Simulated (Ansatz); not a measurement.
Compare A (`B/C(O)=C(\O)F`) with its isomer B (`CC(=O)OBF`).

Gas-phase electronic energies from Ansatz, PBE0-D4/def2-TZVP geometries. CBS: MP2 limit from def2 TZ/QZ plus the TZ coupled-cluster correction, frozen cores. Functionals use def2-TZVPP. B3LYP here is the variant with VWN-RPA as its local correlation; programs differ in this. Each species was taken in one conformer, which may not be the lowest.

Problem. Which is lower in electronic energy at CCSD(T)/CBS, and by how much? (Best estimate.)

Solution. Ansatz gave: B, by 100.9 kcal/mol.

Problem. Give E(B) − E(A) in kcal/mol with MP2/def2-TZVPP, PBE-D4, B3LYP-D4, CCSD/def2-TZVPP, B3LYP, HF/def2-TZVPP, B2PLYP. (Best estimate.)

Solution. Computed: MP2/def2-TZVPP -103.6, PBE-D4 -91.6, B3LYP-D4 -98.3, CCSD/def2-TZVPP -103.4, B3LYP -98.9, HF/def2-TZVPP -109.9, B2PLYP -101.4. None reverses the order clearly.

Largest T1 diagnostic: 0.015.

In def2-TZVPP, CCSD(T) changes the Hartree–Fock value by +8.2 kcal/mol (the triples alone add +1.7 kcal/mol) and MP2 by +6.3 kcal/mol. From PBE to PBE0 (25 % exact exchange), in def2-TZVPP and without D4, E(B) − E(A) moves by −3.6 kcal/mol.
